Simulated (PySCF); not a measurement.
## [AuBr2]+: one-bond stretch

Computed with PySCF, UB3LYP, basis Au def2-SVP with ECP60, Br def2-SVP (scalar-relativistic core potentials, no spin–orbit coupling, density fitting).

Rigid scan from the triplet minimum (Au–Br 2.353 Å (×2); Br–Au–Br 180.0°). Coordinate: the bond from Au to the last atom (Br) scaled, the rest fixed. Energies in kJ/mol from the minimum.

```tsv
scale of one bond	E (kJ/mol)	dipole size (D, about the centre of mass)	⟨S²⟩
0.92	32.1	0.13	2.01
0.96	6.8	0.05	2.01
1.00	0.0	0.00	2.01
1.05	7.5	0.00	2.01
1.12	33.2	0.09	2.01
1.20	69.3	0.34	2.01
1.35	127.7	1.05	2.01
1.55	170.5	–	2.00
1.80	150.0	–	2.00
2.20	153.1	–	2.00
```

Other spin states or occupations of the open shell can lie lower. With an element this heavy the missing spin–orbit coupling can shift these numbers.

Other isomers or separated fragments may lie lower.

The scan took 71 s on 2 threads of a shared Arm Neoverse V2 host; the process peaked at 0.95 GiB.
